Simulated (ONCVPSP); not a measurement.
## argon: one change to an ONCV potential, before and after

```
Element                 : argon (Ar)
Generator               : ONCVPSP 4.0.1
Type                    : optimised norm-conserving Vanderbilt (ONCV)
Functional              : PBE
Relativity              : scalar-relativistic
Frozen core             : [Ne]
Valence charge          : 8
Reference configuration : 3s2 3p6
Partial waves           : 3s: rc 1.30 bohr, ncon 3, nbas 6, qcut 4.5 1/bohr, 1 projector; 3p: rc 1.20 bohr, ncon 3, nbas 7, qcut 7.3 1/bohr, 1 projector; d scattering state at 0.4 Ha: rc 1.40 bohr, ncon 4, nbas 9, qcut 7.1 1/bohr, 2 projectors, debl 3.3 Ha
Local potential         : polynomial inside 1.20 bohr (lpopt 5, dvloc0 0 Ha)
Core correction         : Teter function fitted to the true core (icmod 2), fcfact 0.7
```

Change: s: rc 1.54.

Cutoffs: the cutoffs (Ha) at which the residual kinetic energy of the hardest occupied pseudo-wave falls to 1 and 0.1 mHa per electron; they do not see the model core or the augmentation charge, which bear on the density cutoff. Errors are all-electron minus pseudo energies relative to the spin-unpolarised reference configuration.

What does the change do?

The potential gets softer (48 Ha and 82 Ha → 22 Ha and 52 Ha); of the 4 tests that both files solve, the error grows in 4 and shrinks in 0 by more than 15 % and 0.3 meV (median size 23.6 → 42.7 meV); neither file shows a bound ghost. A larger radius leaves more room for a smooth pseudo-wave, so fewer plane waves are needed. More of the atom is replaced by a form fitted at one configuration, so other configurations suffer.

```tsv
quantity	base	changed
cutoff, loose	48 Ha	22 Ha
cutoff, tight	82 Ha	52 Ha
loose cutoff by channel	s 48 Ha, p 16 Ha	s 22 Ha, p 16 Ha
bound ghosts	none	none
GHOST(+) flags under 300 eV	none	none
error for 3s2 3p5, meV [ΔE 16.06 eV]	+5.7	+7.8
error for 3s2 3p4, meV [ΔE 44.72 eV]	+42	+56
error for 3s2 3p3, meV [ΔE 87.30 eV]	+143	+195
error for 3s1 3p6, meV [ΔE 30.67 eV]	-2.6	-29
p: phases at 1.22 bohr within 0.05 rad from the reference energy up to (Ha; the scan ends near 5)	4.1	4.1
d: phases at 1.43 bohr within 0.05 rad from the reference energy up to (Ha; the scan ends near 5)	to the end of the scan	to the end of the scan
rms error of d²Exc/dni dnj with the model core, mHa	0.58	1.07
```

Changed file: The cutoffs count occupied waves only; projector 2 of the d channel, the hardest unoccupied one, needs 60 Ha at the loose tolerance.
